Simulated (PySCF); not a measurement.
SMILES F[Si](F)(F)I (F3ISi), singlet (PBE0/def2-SVP optimised geometry):

```
5

F      1.043    -0.759     0.000
Si    -0.553    -0.759     0.000
F     -1.044    -1.433    -1.361
F     -1.043     0.759     0.000
I     -1.409    -1.933     1.890
```

Computed with PySCF with PBE0/def2-TZVP, def2 effective core potentials past Kr.

What are the frontier orbital energies and the dipole moment?

HOMO-2 -10.87 eV, HOMO-1 -8.69 eV, HOMO -8.69 eV, LUMO -0.94 eV, LUMO+1 0.77 eV; dipole moment 1.47 D.

On the same geometry PySCF with PBE/def2-TZVP, def2 effective core potentials past Kr gives HOMO-2 -9.49 eV, HOMO-1 -7.47 eV, HOMO -7.47 eV, LUMO -1.87 eV, LUMO+1 -0.10 eV; dipole moment 1.39 D.
